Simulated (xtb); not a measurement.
xtb input (GFN2-xTB):

```bash
xtb mol.xyz --gfn 2 --sp --chrg -1 --uhf 0
```
mol.xyz:
```
8

Si     0.10199308    -0.65072754     0.04586606
N      1.30302164     0.60290456    -0.55746690
N     -1.40379047     0.25870916     0.57842073
H     -0.45135770    -0.95527345    -1.36504806
H      1.83327095     1.02423805     0.19664796
H      0.92122254     1.36034236    -1.12131701
H     -1.32204557     0.62301130     1.52074615
H     -1.70361159     1.02657120    -0.01983064
```

Output:

```
           -------------------------------------------------
          |                Calculation Setup                |
           -------------------------------------------------

           -------------------------------------------------
          |                 G F N 2 - x T B                 |
           -------------------------------------------------

        Reference                      10.1021/acs.jctc.8b01176
      * Hamiltonian:
        H0-scaling (s, p, d)           1.850000    2.230000    2.230000
        zeta-weighting                 0.500000
      * Dispersion:
        s8                             2.700000
        a1                             0.520000
        a2                             5.000000
        s9                             5.000000
      * Repulsion:
        kExp                           1.500000    1.000000
        rExp                           1.000000
      * Coulomb:
        alpha                          2.000000
        third order                    shell-resolved
        anisotropic                    true
        a3                             3.000000
        a5                             4.000000
        cn-shift                       1.200000
        cn-exp                         4.000000
        max-rad                        5.000000

          ...................................................
          :                      SETUP                      :
          :.................................................:
          :  # basis functions                  23          :
          :  # atomic orbitals                  22          :
          :  # shells                           12          :
          :  # electrons                        20          :
          :  max. iterations                   250          :
          :  Hamiltonian                  GFN2-xTB          :
          :  restarted?                      false          :
          :  GBSA solvation                  false          :
          :  PC potential                    false          :
          :  electronic temp.          300.0000000     K    :
          :  accuracy                    1.0000000          :
          :  -> integral cutoff          0.2500000E+02      :
          :  -> integral neglect         0.1000000E-07      :
          :  -> SCF convergence          0.1000000E-05 Eh   :
          :  -> wf. convergence          0.1000000E-03 e    :
          :  Broyden damping             0.4000000          :
          :  net charge                         -1          :
          :  unpaired electrons                  0          :
          ...................................................

 iter      E             dE          RMSdq      gap      omega  full diag
   1    -10.2542544 -0.102543E+02  0.703E+00    3.54       0.0  T
   2    -10.3186465 -0.643922E-01  0.671E+00    3.80       1.0  T
   3    -10.3219970 -0.335044E-02  0.518E+00    3.81       1.0  T
   4    -10.3235155 -0.151850E-02  0.154E+00    3.89       1.0  T
   5    -10.3236807 -0.165206E-03  0.348E-01    3.90       1.0  T
   6    -10.3237140 -0.333430E-04  0.758E-02    3.88       1.0  T
   7    -10.3237215 -0.750755E-05  0.439E-02    3.89       1.0  T
   8    -10.3237220 -0.463253E-06  0.117E-02    3.88       3.0  T
   9    -10.3237220 -0.418272E-07  0.611E-03    3.88       5.8  T
  10    -10.3237221 -0.412750E-07  0.774E-04    3.88      45.7  T
  11    -10.3237221 -0.264302E-09  0.191E-04    3.88     185.2  T

   *** convergence criteria satisfied after 11 iterations ***

         #    Occupation            Energy/Eh            Energy/eV
      -------------------------------------------------------------
         1        2.0000           -0.4068365             -11.0706
       ...           ...                  ...                  ...
         4        2.0000           -0.2876395              -7.8271
         5        2.0000           -0.2819287              -7.6717
         6        2.0000           -0.2070820              -5.6350
         7        2.0000           -0.1661543              -4.5213
         8        2.0000           -0.1546999              -4.2096
         9        2.0000           -0.1277045              -3.4750
        10        2.0000           -0.0564121              -1.5351 (HOMO)
        11                          0.0862983               2.3483 (LUMO)
        12                          0.1018733               2.7721
        13                          0.2288369               6.2270
        14                          0.2611226               7.1055
        15                          0.2810747               7.6484
       ...                                ...                  ...
        22                          0.8107340              22.0612
      -------------------------------------------------------------
                  HL-Gap            0.1427104 Eh            3.8833 eV
             Fermi-level            0.0149431 Eh            0.4066 eV

 SCC (total)                   0 d,  0 h,  0 min,  0.003 sec
 SCC setup                      ...        0 min,  0.000 sec (  2.382%)
 Dispersion                     ...        0 min,  0.000 sec (  1.273%)
 classical contributions        ...        0 min,  0.000 sec (  0.445%)
 integral evaluation            ...        0 min,  0.000 sec ( 14.100%)
 iterations                     ...        0 min,  0.002 sec ( 55.432%)
 molecular gradient             ...        0 min,  0.001 sec ( 22.875%)
 printout                       ...        0 min,  0.000 sec (  3.044%)

         :::::::::::::::::::::::::::::::::::::::::::::::::::::
         ::                     SUMMARY                     ::
         :::::::::::::::::::::::::::::::::::::::::::::::::::::
         :: total energy             -10.234331767672 Eh    ::
         :: gradient norm              0.023615121902 Eh/a0 ::
         :: HOMO-LUMO gap              3.883346674382 eV    ::
         ::.................................................::
         :: SCC energy               -10.323720951834 Eh    ::
         :: -> isotropic ES            0.174914964930 Eh    ::
         :: -> anisotropic ES         -0.009716608727 Eh    ::
         :: -> anisotropic XC         -0.001342279016 Eh    ::
         :: -> dispersion             -0.005152023028 Eh    ::
         :: repulsion energy           0.089389184162 Eh    ::
         :: add. restraining           0.000000000000 Eh    ::
         :: total charge              -1.000000000000 e     ::
         :::::::::::::::::::::::::::::::::::::::::::::::::::::

           -------------------------------------------------
          |                Property Printout                |
           -------------------------------------------------

    * Orbital Energies and Occupations

         #    Occupation            Energy/Eh            Energy/eV
      -------------------------------------------------------------
         1        2.0000           -0.4068365             -11.0706
         2        2.0000           -0.3635619              -9.8930
         3        2.0000           -0.3325918              -9.0503
         4        2.0000           -0.2876395              -7.8271
         5        2.0000           -0.2819287              -7.6717
         6        2.0000           -0.2070820              -5.6350
         7        2.0000           -0.1661543              -4.5213
         8        2.0000           -0.1546999              -4.2096
         9        2.0000           -0.1277045              -3.4750
        10        2.0000           -0.0564121              -1.5351 (HOMO)
        11                          0.0862983               2.3483 (LUMO)
        12                          0.1018733               2.7721
        13                          0.2288369               6.2270
Note: The following floating-point exceptions are signalling: IEEE_DENORMAL
normal termination of xtb
        14                          0.2611226               7.1055
        15                          0.2810747               7.6484
        16                          0.3077376               8.3740
        17                          0.3364018               9.1540
        18                          0.4097598              11.1501
        19                          0.4377140              11.9108
        20                          0.5108820              13.9018
        21                          0.7510814              20.4380
        22                          0.8107340              22.0612
      -------------------------------------------------------------
                  HL-Gap            0.1427104 Eh            3.8833 eV
             Fermi-level            0.0149431 Eh            0.4066 eV

     #   Z          covCN         q      C6AA      α(0)
     1  14 Si       2.508     0.162   191.374    30.309
     2   7 N        2.532    -0.514    33.781     8.632
     3   7 N        2.532    -0.514    33.781     8.632
     4   1 H        0.882    -0.283    19.926     6.987
     5   1 H        0.860     0.030     2.609     2.530
     6   1 H        0.860     0.045     2.401     2.428
     7   1 H        0.860     0.030     2.609     2.530
     8   1 H        0.860     0.045     2.401     2.428

 Mol. C6AA /au·bohr⁶  :       1277.698608
 Mol. C8AA /au·bohr⁸  :      42452.421683
 Mol. α(0) /au        :         64.475515

Wiberg/Mayer (AO) data.
largest (>0.10) Wiberg bond orders for each atom

 ---------------------------------------------------------------------------
     #   Z sym  total        # sym  WBO       # sym  WBO       # sym  WBO
 ---------------------------------------------------------------------------
     1  14 Si   2.517 --     4 H    0.864     3 N    0.833     2 N    0.833
     2   7 N    2.894 --     5 H    1.008     6 H    0.992     1 Si   0.833
     3   7 N    2.894 --     7 H    1.008     8 H    0.992     1 Si   0.833
     4   1 H    0.920 --     1 Si   0.864
     5   1 H    0.999 --     2 N    1.008
     6   1 H    0.998 --     2 N    0.992
     7   1 H    0.999 --     3 N    1.008
     8   1 H    0.998 --     3 N    0.992
 ---------------------------------------------------------------------------

Topologies differ in total number of bonds
Writing topology from bond orders to xtbtopo.mol

molecular dipole:
                 x           y           z       tot (Debye)
 q only:        0.333      -0.230       0.724
   full:       -0.084       1.376       0.216       3.547
molecular quadrupole (traceless):
                xx          xy          yy          xz          yz          zz
 q only:       -4.055      -1.826       3.352       2.801      -1.680       0.702
  q+dip:       -4.559      -1.068       2.013       3.695      -0.043       2.546
   full:       -4.022      -0.423       2.549       2.620       1.334       1.473

           -------------------------------------------------
          | TOTAL ENERGY              -10.234331767672 Eh   |
          | GRADIENT NORM               0.023615121902 Eh/α |
          | HOMO-LUMO GAP               3.883346674382 eV   |
           -------------------------------------------------

------------------------------------------------------------------------
------------------------------------------------------------------------
 total:
 SCF:
```

It need not be the lowest isomer of its formula. Whether it binds its extra electron was not tested at this geometry.
